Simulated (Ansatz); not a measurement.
This geometry of C₂H₃AlO (7 atoms, charge 0, multiplicity 1) is a first-order saddle point.

Theory: RKS B3LYP-D4/def2-SVP (Ansatz).

```xyz
7
Properties=species:S:1:pos:R:3
O -1.797 -0.129 -0.388
C -0.448 0.003 -0.231
C 0.390 -0.620 0.661
Al 1.346 0.465 -0.535
H -2.249 0.499 0.193
H 0.115 -1.327 1.456
H 2.643 1.109 -1.155
```

Which two structures does it join? (They come from a converged band through this point; their orientation in space is the band's.)

No bond is made or broken. The dihedral H5–O1–C2–C3 goes from 0 to -180°.

First end point:

```xyz
7
Properties=species:S:1:pos:R:3
O -1.756 0.244 -0.479
C -0.434 0.158 -0.294
C 0.305 -0.401 0.731
Al 1.414 0.333 -0.570
H -2.211 -0.177 0.272
H -0.059 -0.908 1.637
H 2.742 0.751 -1.296
```

Last end point:

```xyz
7
Properties=species:S:1:pos:R:3
O -1.813 -0.017 -0.009
C -0.470 0.019 -0.044
C 0.401 -0.493 0.897
Al 1.333 0.294 -0.502
H -2.151 0.419 -0.803
H 0.153 -1.013 1.830
H 2.547 0.790 -1.369
```

How far does it lie above each of them?

0.36 eV above the first and 0.39 eV above the second. This is the barrier of this one path; another mechanism may lie lower.

Run time: 2.4 min on 1 thread of AMD EPYC 7R43 64-Core Processor (Zen 3), with other jobs on the host, peak memory 0.15 GiB.
